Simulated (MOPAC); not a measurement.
Job for MOPAC: PM6 on F2GeH3N (SMILES [NH2][GeH]([F])[F]), a point of a torsion scan.

```
PM6 1SCF PRECISE CHARGE=0 THREADS=1
F2GeH3N

N      1.13638968 1    -0.09767686 1    -0.19352283 1
Ge    -0.63825958 1    -0.07211946 1     0.00737973 1
F     -1.11000606 1     1.57065143 1     0.26929552 1
F     -1.08675808 1    -0.89781604 1     1.46873444 1
H      1.61786459 1     0.78808462 1    -0.13403708 1
H      1.65912691 1    -0.81176344 1     0.29121818 1
H     -1.51538123 1    -0.61360158 1    -1.05784539 1
```

Output:

```
*******************************************************************************
 **                                                                           **
 **                              MOPAC v23.2.5                                **
 **                                                                           **
 *******************************************************************************
 ** MOPAC's Digital Object Identifier: https://doi.org/10.5281/zenodo.6511958 **
 **                                                                           **
 ** Please cite the open-source release paper for use of this MOPAC version:  **
 ** J. E. Moussa and J. J. P. Stewart (2026)                                  **
 ** MOPAC: An open-source semiempirical molecular orbital program             **
 ** J. Open Source Softw., 11(119), 8025, https://doi.org/10.21105/joss.08025 **
 *******************************************************************************

                              PM6 CALCULATION RESULTS

 *******************************************************************************
 *  PM6        - The PM6 Hamiltonian to be used
 *
 *
 *
 *                 CHARGE ON SYSTEM = 0
 *
 *
 *
 *  PRECISE    - TIGHTER CRITERIA TO BE USED
 *  1SCF       - DO 1 SCF AND THEN STOP
 *  THREADS=1  - MULTI-THREADING NOT USED
 *  T=         - A TIME OF 172800.0 SECONDS REQUESTED
 *  DUMP=N     - RESTART FILE WRITTEN EVERY 7200.0 SECONDS REQUESTED
 *******************************************************************************
PM6 1SCF PRECISE CHARGE=0 THREADS=1
 F2GeH3N

   ATOM   CHEMICAL          X               Y               Z
  NUMBER   SYMBOL      (ANGSTROMS)     (ANGSTROMS)     (ANGSTROMS)

     1       N          1.13638968  *  -0.09767686  *  -0.19352283  *
     2      Ge         -0.63825958  *  -0.07211946  *   0.00737973  *
     3       F         -1.11000606  *   1.57065143  *   0.26929552  *
     4       F         -1.08675808  *  -0.89781604  *   1.46873444  *
     5       H          1.61786459  *   0.78808462  *  -0.13403708  *
     6       H          1.65912691  *  -0.81176344  *   0.29121818  *
     7       H         -1.51538123  *  -0.61360158  *  -1.05784539  *



          CARTESIAN COORDINATES

    NO.       ATOM           X           Y           Z

     1         N          1.1364     -0.0977     -0.1935
     2        Ge         -0.6383     -0.0721      0.0074
     3         F         -1.1100      1.5707      0.2693
     4         F         -1.0868     -0.8978      1.4687
     5         H          1.6179      0.7881     -0.1340
     6         H          1.6591     -0.8118      0.2912
     7         H         -1.5154     -0.6136     -1.0578

 General Reference for PM6:
 "Optimization of Parameters for Semiempirical Methods V: Modification of NDDO Approximations
 and Application to 70 Elements", J. J. P. Stewart, J. Mol. Mod., 13, 1173-1213 (2007)
 URL: https://link.springer.com/article/10.1007/s00894-007-0233-4

           Empirical Formula: H3 N Ge F2  =     7 atoms



      MOLECULAR POINT GROUP   :   C1


      RHF CALCULATION, NO. OF DOUBLY OCCUPIED LEVELS = 13


 -------------------------------------------------------------------------------
 PM6 1SCF PRECISE CHARGE=0 THREADS=1
 F2GeH3N



     1SCF WAS SPECIFIED, SO BFGS WAS NOT USED
     SCF FIELD WAS ACHIEVED


                              PM6 CALCULATION
                                                       MOPAC v23.2.5 Linux




          FINAL HEAT OF FORMATION =       -144.59636 KCAL/MOL =    -604.99117 KJ/MOL


          COSMO AREA              =        103.53 SQUARE ANGSTROMS
          COSMO VOLUME            =         89.97 CUBIC ANGSTROMS

          IONIZATION POTENTIAL    =         10.392210 EV
          HOMO LUMO ENERGIES (EV) =        -10.392  0.522
          NO. OF FILLED LEVELS    =         13
          MOLECULAR WEIGHT        =        127.6172         POINT GROUP:  C1

          MOLECULAR DIMENSIONS (Angstroms)

            Atom       Atom       Distance
            H     6    F     3     3.65301
            H     5    F     4     3.44100
            H     7    F     4     2.26078


          SCF CALCULATIONS        =          1





   ATOM   CHEMICAL          X               Y               Z
  NUMBER   SYMBOL      (ANGSTROMS)     (ANGSTROMS)     (ANGSTROMS)

     1       N          1.13638968  *  -0.09767686  *  -0.19352283  *
     2      Ge         -0.63825958  *  -0.07211946  *   0.00737973  *
     3       F         -1.11000606  *   1.57065143  *   0.26929552  *
     4       F         -1.08675808  *  -0.89781604  *   1.46873444  *
     5       H          1.61786459  *   0.78808462  *  -0.13403708  *
     6       H          1.65912691  *  -0.81176344  *   0.29121818  *
     7       H         -1.51538123  *  -0.61360158  *  -1.05784539  *

                             CARTESIAN COORDINATES

   1    N        1.136389680    -0.097676860    -0.193522830
   2   Ge       -0.638259580    -0.072119460     0.007379730
   3    F       -1.110006060     1.570651430     0.269295520
   4    F       -1.086758080    -0.897816040     1.468734440
   5    H        1.617864590     0.788084620    -0.134037080
   6    H        1.659126910    -0.811763440     0.291218180
   7    H       -1.515381230    -0.613601580    -1.057845390


           Empirical Formula: H3 N Ge F2  =     7 atoms



      MOLECULAR POINT GROUP   :   C1


                  EIGENVALUES
 -38.37380 -38.10755 -30.66461 -19.30473 -17.15582 -15.50248 -15.17725 -14.77748
 -14.49727 -13.82270 -13.53008 -12.50591 -10.39221   0.52211   0.98456   1.12317
   2.58427   5.26831   6.47522


              NET ATOMIC CHARGES AND DIPOLE CONTRIBUTIONS

  ATOM NO.   TYPE          CHARGE      No. of ELECS.   s-Pop       p-Pop
    1          N          -0.777740        5.7777     1.56880     4.20894
    2         Ge           1.320686        2.6793     1.10136     1.57795
    3          F          -0.514949        7.5149     1.96191     5.55304
    4          F          -0.529039        7.5290     1.96296     5.56608
    5          H           0.251572        0.7484     0.74843
    6          H           0.250350        0.7496     0.74965
    7          H          -0.000881        1.0009     1.00088
 DIPOLE           X         Y         Z       TOTAL
 POINT-CHG.     1.170    -1.717    -3.436     4.015
 HYBRID         0.583     0.488     1.263     1.474
 SUM            1.753    -1.229    -2.173     3.050


          ATOMIC ORBITAL ELECTRON POPULATIONS

     Atom    s        px        py        pz
    1  N   1.56880   1.24830   1.23754   1.72310
    2 Ge   1.10136   0.58120   0.44299   0.55376
    3  F   1.96191   1.94497   1.63873   1.96935
    4  F   1.96296   1.94836   1.88343   1.73429
    5  H   0.74843
    6  H   0.74965
    7  H   1.00088

 **********************
 *                    *
 * JOB ENDED NORMALLY *
 *                    *
 **********************




 == MOPAC DONE ==
```

The run finished.

Cost: very roughly 0.03 core-seconds.
